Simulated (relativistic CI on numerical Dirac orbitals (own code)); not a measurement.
Charge states of iridium

Computed by Dirac-Coulomb-Breit CI, separate exchange-only KLI orbitals for each configuration, model QED, valence Slater integrals scaled by 0.9 (own radial code, finite nucleus).

Each species is treated in one configuration, given outside its closed core. Radial values are for the open shell of highest l, unscaled and averaged over j; ζ includes the Breit term. Labels give the leading LS character, summed over repeated terms.

```
  Ion  Configuration  Its lowest level  LS weight (%)  ζ (cm⁻¹)  ⟨r⟩ (bohr)  ⟨r²⟩ (bohr²)       Next level  E (cm⁻¹)
Ir²⁴⁺       4d10 4f7           8S°_7/2             80      9016       0.442         0.226  J = 7/2 (mixed)     56073
Ir²⁵⁺       4d10 4f6                 ?              ?         ?           ?             ?                ?         ?
Ir²⁶⁺       4d10 4f5           6H°_5/2             59      9681      0.4289        0.2118          6H°_7/2     15216
Ir²⁷⁺       4d10 4f4              5I_4             75     10020      0.4228        0.2053             5I_5     20164
Ir²⁸⁺       4d10 4f3           4I°_9/2             78     10380      0.4168        0.1993         4I°_11/2     27908
Ir²⁹⁺       4d10 4f2              3H_4             86     10730      0.4111        0.1935             3F_2     21684
Ir³⁰⁺        4d10 4f           2F°_5/2            100     11100      0.4056         0.188          2F°_7/2     38998
Ir³¹⁺           4d10              1S_0            100                                                               
Ir³²⁺            4d9            2D_5/2            100     66270      0.4174        0.1993           2D_3/2    166030
Ir³³⁺            4d8              3F_4             88     67500      0.4142        0.1962    J = 2 (mixed)     27613
Ir³⁴⁺            4d7            4F_9/2             61     68740       0.411        0.1932  J = 3/2 (mixed)     38896
Ir³⁵⁺            4d6     J = 4 (mixed)             40     69990      0.4079        0.1902    J = 2 (mixed)     23963
Ir³⁶⁺            4d5   J = 5/2 (mixed)             27     71250      0.4048        0.1874  J = 5/2 (mixed)    134340
Ir³⁷⁺            4d4              3P_0             59     72530      0.4018        0.1846             5D_1    150590
Ir³⁸⁺            4d3   J = 3/2 (mixed)             47     73810      0.3989        0.1819           4F_5/2    155790
Ir³⁹⁺            4d2              3F_2             75     75110      0.3959        0.1792             3P_0     69045
Ir⁴⁰⁺             4d            2D_3/2            100     76430      0.3931        0.1766           2D_5/2    191550
Ir⁴¹⁺   3d10 4s2 4p6              1S_0            100                                                               
Ir⁴²⁺   3d10 4s2 4p5           2P°_3/2            100    621500      0.3895        0.1718          2P°_1/2    933120
Ir⁴³⁺   3d10 4s2 4p4              3P_2             69    629800      0.3874          0.17             1S_0     73458
Ir⁴⁴⁺   3d10 4s2 4p3   J = 3/2 (mixed)             47    638100      0.3853        0.1682          4S°_3/2    903230
Ir⁴⁵⁺   3d10 4s2 4p2              3P_0             70    646500      0.3832        0.1664             3P_1    924260
Ir⁴⁶⁺    3d10 4s2 4p           2P°_1/2            100    654900      0.3812        0.1647          2P°_3/2    983230
Ir⁴⁷⁺       3d10 4s2              1S_0            100
```

Problem. Fill in the row of Ir²⁵⁺.

Solution. Its lowest level J = 0 (mixed); LS weight (%) 41; ζ (cm⁻¹) 9345; ⟨r⟩ (bohr) 0.4353; ⟨r²⟩ (bohr²) 0.2187; Next level 7F_1; E (cm⁻¹) 11515.
